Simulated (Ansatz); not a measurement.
BH$_{7}$SeSi$_{2}$ (`[SiH3][SiH2]B[SeH]`) at its PBE0-D4/def2-TZVP geometry, where that method's forces vanish. Total charge 0; spin multiplicity 1.

```xyz
11

Si   -0.0075   -1.8408   -0.3963
Si    0.2844    0.0736    0.9285
B    -0.8215    1.5219    0.1208
Se   -0.1285    2.8213   -1.0775
H     0.4606   -1.5695   -1.7825
H     0.7640   -2.9905    0.1495
H    -1.4464   -2.2157   -0.4487
H     1.7357    0.4190    0.9310
H    -0.1281   -0.2543    2.3228
H    -2.0011    1.6126    0.2832
H     1.2884    2.4225   -1.0309
```

(1) What forces (eV/Å) does PBE-D4/def2-TZVPP give on these atoms in the Gaussian-basis code of Ansatz? (An estimate is asked.)

## Answers

(1) The calculation gave: 
```
Si1  0.006  0.061  0.050
Si2 -0.096  0.094 -0.080
B3   0.059 -0.146  0.097
Se4 -0.215  0.220 -0.138
H5   0.045  0.025 -0.135
H6   0.076 -0.121  0.050
H7  -0.139 -0.040 -0.008
H8   0.151  0.024 -0.002
H9  -0.036 -0.052  0.143
H10 -0.128  0.016  0.011
H11  0.276 -0.081  0.012
```
